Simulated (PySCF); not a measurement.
Si(F)2(SiH3)2 (F₂H₆Si₃), SMILES F[Si]([SiH3])(F)[SiH3]. The structure is a stationary point at ωB97X-D3(BJ)/def2-SVP.

The numbers are results of PySCF with ωB97X-D3(BJ)/def2-SVP, not measurements.

Harmonic wavenumbers (cm⁻¹): 84, 88, 94, 134, 141, 213, 276, 397, 438, 500, 543, 548, 589, 846, 879, 917, 924, 940, 947, 951, 953, 2247, 2251, 2255, 2258, 2266, 2267. Rotational constants (GHz): 2.573, 1.540, 1.319; symmetry number 2.

Problem. Work out the zero-point energy and the ideal-gas rigid-rotor harmonic-oscillator thermochemistry at 298.15 K and 1 atm.

Solution. ZPE = ½ Σ hcν = ½ × 24946 cm⁻¹ = 149.21 kJ/mol. H − E(el) = 175.82 kJ/mol. Entropy in J/(mol K): translation 169.29, rotation 113.52, vibration 106.31, total 389.12. G − E(el) = 59.81 kJ/mol. Cp = 135.95 J/(mol K). Modes under 150 cm⁻¹ make the vibrational entropy uncertain.
